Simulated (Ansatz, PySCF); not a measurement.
Si(H)(Br)(Me)(OH) (CH₅BrOSi), SMILES O[SiH](Br)C. Atoms are numbered in the order given.

```xyz
9

Si     0.0269    -0.7613     0.6987
C      1.7381    -1.4216     0.3825
O     -1.1730    -1.8182     0.2664
Br    -0.1738     1.1404    -0.4728
H     -0.2191    -0.4450     2.1258
H      1.8872    -2.3679     0.9262
H      2.4962    -0.6990     0.7214
H      1.9003    -1.6043    -0.6909
H     -1.2547    -2.0445    -0.6649
```

Geometry optimised at PBE0-D3(BJ)/def2-SVP. The structure was generated by enumeration, and PubChem lists no compound with its InChIKey, so it may never have been made. One conformer was computed; it need not be the lowest.

Two levels are set side by side: PBE-D3(BJ)/def2-SVP (Ansatz, a program for electronic structure) and PBE0-D3(BJ)/def2-SVP (Ansatz). Each level has its own optimised geometry; the coordinates shown are those of the second. Frequencies come from the Hessian of PySCF at each geometry. Differences are taken from unrounded values.

```
quantity                            PBE0-D3(BJ)
----------------------------------  -----------
mean bond length (Å)                      1.438
bond Si1–C2 (Å)                           1.861
bond Si1–O3 (Å)                           1.656
bond Si1–Br4 (Å)                          2.243
bond Si1–H5 (Å)                           1.482
bond C2–H6 (Å)                            1.102
bond C2–H7 (Å)                            1.101
bond C2–H8 (Å)                            1.101
bond O3–H9 (Å)                            0.962
highest harmonic wavenumber (cm⁻¹)         3930
mean harmonic wavenumber (cm⁻¹)            1277
zero-point energy (kcal/mol)              38.34
```

Problem. What does PBE-D3(BJ) give, and how far is it from PBE0-D3(BJ)? (Estimate from the structure and the level; the computed values follow.)

Solution. 
```
quantity                            PBE-D3(BJ)  PBE-D3(BJ) minus PBE0-D3(BJ)
----------------------------------  ----------  ----------------------------
mean bond length (Å)                     1.450                         0.012
bond Si1–C2 (Å)                          1.874                         0.013
bond Si1–O3 (Å)                          1.674                         0.018
bond Si1–Br4 (Å)                         2.260                         0.018
bond Si1–H5 (Å)                          1.494                         0.011
bond C2–H6 (Å)                           1.109                         0.008
bond C2–H7 (Å)                           1.109                         0.008
bond C2–H8 (Å)                           1.109                         0.008
bond O3–H9 (Å)                           0.973                         0.012
highest harmonic wavenumber (cm⁻¹)        3760                          -170
mean harmonic wavenumber (cm⁻¹)           1236                           -41
zero-point energy (kcal/mol)             37.12                         -1.22
```

GGA bonds tend to be longer and softer than those of functionals with exact exchange. Differences between two approximate levels are no errors against the true value.
